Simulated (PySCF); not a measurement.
# Worked example: entropy of an ideal gas

W(O)2(Cl)(SH) (ClHO2SW), SMILES [O]=[W](=[O])([SH])[Cl], multiplicity 1.

Geometry: B3LYP-D3(BJ)/def2-SVP. The spin state was assumed, not searched. The structure was generated by enumeration; whether it is a known compound was not checked. The def2 effective core potentials stand for the cores of W; spin–orbit coupling is left out. The values are those of a single conformer.

PySCF with B3LYP-D3(BJ)/def2-SVP gives the harmonic wavenumbers 113, 151, 181, 215, 290, 322, 400, 412, 649, 998, 1035, 2649 cm⁻¹ and the rotational temperatures 0.1239, 0.0755, 0.0622 K. The molar mass is 284.36 g/mol, the symmetry number 1, the spin multiplicity 1.

Task: Work out the entropy at 298.15 K and 1 atm in the rigid-rotor, harmonic-oscillator model.

Result: 
Translation (Sackur–Tetrode at 1 atm): S = R[1.5 ln M + 2.5 ln T − 1.16487] = 179.2 J/(mol K).
Rotation: q = (√π/σ) T^1.5/√(θA θB θC) = 378000, S = R[ln q + 3/2] = 119.3 J/(mol K).
Vibration: with u = 1.4388 ν/T, each mode gives R[u/(e^u − 1) − ln(1 − e^−u)]:
| ν (cm⁻¹) | modes | u | S (J/(mol K)) |
|---|---|---|---|
| 113 | 1 | 0.55 | 13.46 |
| 151 | 1 | 0.73 | 11.13 |
| 181 | 1 | 0.87 | 9.70 |
| 215 | 1 | 1.04 | 8.37 |
| 290 | 1 | 1.40 | 6.17 |
| 322 | 1 | 1.55 | 5.44 |
| 400 | 1 | 1.93 | 4.03 |
| 412 | 1 | 1.99 | 3.85 |
| 649 | 1 | 3.13 | 1.56 |
| 998 | 1 | 4.82 | 0.39 |
| 1035 | 1 | 4.99 | 0.34 |
The stiffer modes add less than 0.005 each. Sum 64.4 J/(mol K).
Spin: R ln 1 = 0.0 J/(mol K).
Total 362.9 J/(mol K); the program's own thermochemistry gives 362.9. Translation makes up 49 % and vibration 18 %. Anharmonicity, hindered rotation and orbital degeneracy are left out.
